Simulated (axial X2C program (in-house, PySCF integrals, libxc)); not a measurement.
NaCu: from Re and ωe to a spectrum

A bond curve at the PBE0 level, two-component, was computed with an axial X2C code built on PySCF integrals (basis Cu dyall-cv3z [9s9p6d3f2g], Na dyall-cv3z [9s8p5d2f] (cores contracted in-house)) for the state Ω = 0 (closed shell). Its fit gives Re = 2.5623 Å, ωe = 215.2 cm⁻¹, ωexe = 0.802 cm⁻¹ and αe = 9.151e-04 cm⁻¹; the masses are 62.9296 and 22.9898 u. Two-component means X2C with spin–orbit coupling and atomic mean-field Coulomb and Gaunt terms.

(1) Find the reduced mass, Be and the force constant.

(2) Give B0, the J = 1←0 line in GHz and the most populated J at 300 K (kT = 208.5 cm⁻¹).

(3) The dipole moment p changes by 1.63 D/Å at Re. What harmonic infrared intensity follows?

(4) Where do the fundamental and the first overtone lie?

(5) Estimate De from a Morse curve and compare with the computed well depth of 1.452 eV to Cu + Na.

Occupations by symmetry block were frozen at the best pattern of an incomplete PBE0 search. De is counted from the lowest determinant-based energies of the atoms at the same level, without counterpoise correction.

## Answers

(1) From the PBE0 values: μ = 16.8383 u. Be = 16.8576/(μ Re²) = 0.1525 cm⁻¹. k = 5.8918×10⁻⁷ μ ωe² = 0.459 mdyn/Å.

(2) B0 = Be − αe/2 = 0.152 cm⁻¹; 2B0 = 9.116 GHz; J(max) ≈ √(kT/2B0) − 1/2 = 25.7, so J = 26.

(3) I = 42.256 × (dp/dR)²/μ = 6.7 km/mol.

(4) ν(1←0) = ωe − 2ωexe = 213.6 cm⁻¹; ν(2←0) = 2ωe − 6ωexe = 425.6 cm⁻¹.

(5) De(Morse) = ωe²/(4ωexe) = 1.790 eV against 1.452 eV computed, a ratio of 1.23. The extrapolation overshoots: the well softens faster than a Morse curve, or the lowest atomic limit lies below the one to which the curve heads.
